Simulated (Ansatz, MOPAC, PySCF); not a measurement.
System: SbH5, net charge 0, singlet state. SMILES: [SbH5]
Structure (B3LYP-D3(BJ)/def2-TZVP (Ansatz, a quantum-chemistry and plane-wave program) minimum search):
```xyz
6

Sb     0.0000     0.0000     0.0000
H     -0.0107     0.0040     1.7743
H      0.0107    -0.0040    -1.7743
H      1.7149    -0.0292     0.0104
H     -0.8322     1.4998    -0.0084
H     -0.8827    -1.4706    -0.0020
```
Charge 0, spin multiplicity 1.

Unscaled harmonic wavenumbers (cm⁻¹) in rising order, each level at the stationary point that it reaches from this structure (no distance between atoms moves by over 0.3 Å); the order of modes can differ between levels, and a negative number is imaginary. B3LYP-D3(BJ)/def2-TZVP (PySCF, at the structure above): 436, 436, 837, 837, 896, 1070, 1070, 1621, 1660, 1896, 1896, 1922.

AM1 (MOPAC): 420, 420, 809, 809, 866, 969, 969, 2242, 2342, 2360, 2376, 2376. Zero-point energy 24.2 against 20.8 kcal/mol; where all levels lie over 400 cm⁻¹, the wavenumbers are on average 1.097 times those of B3LYP-D3(BJ)/def2-TZVP.

PM6 (MOPAC): 524, 524, 788, 788, 849, 1032, 1032, 1905, 1944, 2007, 2028, 2028. Zero-point energy 22.1 against 20.8 kcal/mol; where all levels lie over 400 cm⁻¹, the wavenumbers are on average 1.058 times those of B3LYP-D3(BJ)/def2-TZVP.

HF/3-21G (Ansatz): 495, 495, 928, 928, 981, 1163, 1163, 1696, 1765, 2007, 2007, 2048. Zero-point energy 22.4 against 20.8 kcal/mol; where all levels lie over 400 cm⁻¹, the wavenumbers are on average 1.087 times those of B3LYP-D3(BJ)/def2-TZVP.

HF/6-31G* with LANL2DZ past Ar (Ansatz): 499, 499, 963, 963, 997, 1203, 1203, 1732, 1739, 2028, 2028, 2045. Zero-point energy 22.7 against 20.8 kcal/mol; where all levels lie over 400 cm⁻¹, the wavenumbers are on average 1.106 times those of B3LYP-D3(BJ)/def2-TZVP.
